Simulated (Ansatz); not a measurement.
CH2ClFOSi, SMILES `FC1(Cl)O[SiH2]1`. Total charge 0; spin multiplicity 1.

Z-matrix (Å, degrees):
```
C
Cl 1 1.759
O 1 1.395 2 114.1
F 1 1.344 2 108.8 3 126.4
Si 1 1.818 2 124.7 3 -71.4
H 5 1.476 1 121.7 2 -162.1
H 5 1.475 1 121.8 2 3.6
```

What are the harmonic wavenumbers in cm⁻¹ at PBE0-D4/def2-TZVP (Ansatz, finite differences of forces, unscaled)? (Estimate.)

Ansatz gave: 184, 336, 368, 435, 492, 618, 633, 652, 765, 937, 953, 1076, 1221, 2271, 2297.

Is this a minimum?

Yes, all 15 modes are real.

Give the ideal-gas thermochemistry at 298.15 K and 1 bar (rigid rotor, harmonic oscillator; point group C1, symmetry number 1).

Zero-point energy 79.2 kJ/mol; H(298) − E = 95.6 kJ/mol; entropy 313.3 J/(mol·K), of which translation 167.8, rotation 112.5, vibration 33.0; G(298) − E = 2.2 kJ/mol.

And at 400, 500, 600, 800 and 1000 K?


```
T (K)  H − E (kJ/mol)  S (J/mol/K)  G − E (kJ/mol)
  400           105.2        340.9           -31.2
  500           116.0        365.0           -66.5
  600           127.7        386.4          -104.1
  800           153.2        422.9          -185.1
 1000           180.5        453.3          -272.8
```

Rotational constants (cm⁻¹)?

0.1783, 0.08334, 0.06705.
